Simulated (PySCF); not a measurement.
**Correlation energy of Dy⁵²⁺ (dysprosium, charge +52)**

[Ne] 3s2 3p2, high-spin 3P determinant. All numbers are calculated (PySCF 2.14, no relativity, point nucleus, in an uncontracted even-tempered set (16 s from 12 bohr⁻², ratio 2.5; 10 p from 16 bohr⁻², ratio 2.5; 4 d from 62 bohr⁻², ratio 2.7; 4 f from 93 bohr⁻², ratio 2.7)). Frozen: 1s2; 12 electrons correlated; the 17 highest virtual orbitals of each spin left out.

| level | correlation energy (mhartree) |
| --- | --- |
| CCSD | -544.52 |
| (T) | -1.37 |
| CCSD(T) | -545.89 |

Diagnostics: T1 = 0.00079, D1 = 0.0035, largest double amplitude 0.082.

A non-relativistic calculation at this Z misses sizeable relativistic shifts. Spin-orbit coupling is strong in this species (close to jj coupling), so the high-spin LS determinant is a model state, not a physical level.

Cost of the coupled-cluster step: of the order of 18 core-seconds, for 12 correlated electrons.

Iterations:

```
CC2 = 0
CCSD nocc = (np.int64(7), np.int64(5)), nmo = (76, 76)
frozen orbitals [[0, 77, 78, 79, 80, 81, 82, 83, 84, 85, 86, 87, 88, 89, 90, 91, 92, 93], [0, 77, 78, 79, 80, 81, 82, 83, 84, 85, 86, 87, 88, 89, 90, 91, 92, 93]]
max_cycle = 100
direct = 0
conv_tol = 1e-08
conv_tol_normt = 1e-06
diis_space = 8
diis_start_cycle = 0
Init t2, MP2 energy = -0.50672803942665
Init E_corr(UCCSD) = -0.506728039431937
cycle = 1  E_corr(UCCSD) = -0.532913254411762  dE = -0.026185215  norm(t1,t2) = 0.0200369
cycle = 2  E_corr(UCCSD) = -0.540627166231381  dE = -0.00771391182  norm(t1,t2) = 0.00707886
cycle = 3  E_corr(UCCSD) = -0.544587837673791  dE = -0.00396067144  norm(t1,t2) = 0.00263364
cycle = 4  E_corr(UCCSD) = -0.544514246025537  dE = 7.35916483e-05  norm(t1,t2) = 0.000123477
cycle = 5  E_corr(UCCSD) = -0.54451565388903  dE = -1.40786349e-06  norm(t1,t2) = 4.53006e-06
cycle = 6  E_corr(UCCSD) = -0.544515249124115  dE = 4.04764915e-07  norm(t1,t2) = 3.36511e-07
cycle = 7  E_corr(UCCSD) = -0.544515293581396  dE = -4.44572804e-08  norm(t1,t2) = 5.2504e-08
cycle = 8  E_corr(UCCSD) = -0.544515304494328  dE = -1.09129321e-08  norm(t1,t2) = 2.15139e-08
cycle = 9  E_corr(UCCSD) = -0.54451530944093  dE = -4.94660168e-09  norm(t1,t2) = 1.3719e-08
UCCSD converged
E(UCCSD) = -8868.514544599801  E_corr = -0.5445153094409296
UCCSD(T) correction = -0.00136631093577263
```

At this charge a non-relativistic calculation is a model, useful for the Z dependence of the correlation energy.

Spin-orbit coupling is strong in this species, so the high-spin LS determinant is a model state.
